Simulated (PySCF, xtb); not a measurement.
C9H6N4, SMILES C1N=C2C=CC=C3N2C(=NC=C3)N=1.

GFN2-xTB (xtb) at its own geometry gives an orbital gap of 1.89 eV and a dipole moment of 5.00 D.

Geometry optimised at PBE0-D3(BJ)/def2-SVP.

What does PySCF with M06-2X/def2-SVP give? (Estimate from the structure and the level; the computed values follow.)

gap 4.99 eV (levels -6.55 and -1.56 eV), dipole 4.77 D.
